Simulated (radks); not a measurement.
Results of a calculation; reference values are marked as such.
Al10+, configuration [He] 2s1 (the NIST ground configuration). Level of theory: non-relativistic Kohn-Sham, BLYP, spin-polarised, spherical densities, point nucleus; open shells are filled with parallel spins first (a radial shooting solver on a logarithmic mesh with Libxc functionals).

Unscreened Slater integrals over Kohn-Sham orbitals (cm^-1). They are taken over the spin-up orbitals. Empty in this configuration: 2p.

\begin{tabular}{lr}
integral & value \\ \hline
F0(2s,2s) & 388460 \\
F0(2s,1s) & 542540 \\
G0(2s,1s) & 53118 \\
F0(2s,2p) & 412150 \\
G1(2s,2p) & 235710 \\
F0(1s,1s) & 1728400 \\
F0(1s,2p) & 607310 \\
G1(1s,2p) & 108530 \\
F0(2p,2p) & 449480 \\
F2(2p,2p) & 216120 \\
\end{tabular}
